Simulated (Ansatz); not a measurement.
Reactions of C6H10 (`CC1=CCCC1`).

Gas-phase electronic energies from Ansatz, PBE0-D4/def2-TZVP geometries. CCSD(T)/CBS is the MP2 limit (def2-TZVPP, def2-QZVPP) plus CCSD(T) − MP2 in def2-TZVPP, frozen cores. This one scheme is used for every species, atoms too. Open shells (•) are unrestricted, without spin–orbit coupling. Spin–orbit coupling would lower the free atoms: a little for C. Each species was taken in one conformer, which may not be the lowest.

```csv
reaction,CCSD(T)/CBS(def2) (kJ/mol)
`CC1=CCCC1` → 6 C• + 10 H•,6766
`CC1=CCCC1` + `CB(N)Cl` → `CNB(C)Cl` + `C1=CCCC1`,?
`CC1=CCCC1` → `CCC#CCC`,115
`CC1=CCCC1` → `C=CCCC=C`,91
`CC1=CCCC1` → `C1=CCCCC1`,?
`CC1=CCCC1` + H–F → `FC1=CCCC1` + CH₄,42
`CC1=CCCC1` + `CC[SiH2]S` → `CC[SiH2]SC` + `C1=CCCC1`,?
`CC1=CCCC1` → `CC1C=CCC1`,10
`CC1=CCCC1` → `C=CC(=C)CC`,66
`CC1=CCCC1` → `C1=CCCC1` + `[CH2]` (triplet),451
```

(1) Fill in the missing values. (Best estimate.)

Largest T1 diagnostic: 0.011, for `[CH2]` (triplet).

## Answers

(1) Computed: `CC1=CCCC1` + `CB(N)Cl` → `CNB(C)Cl` + `C1=CCCC1`: +47.0 kJ/mol; `CC1=CCCC1` → `C1=CCCCC1`: -4.6 kJ/mol; `CC1=CCCC1` + `CC[SiH2]S` → `CC[SiH2]SC` + `C1=CCCC1`: +27.7 kJ/mol.
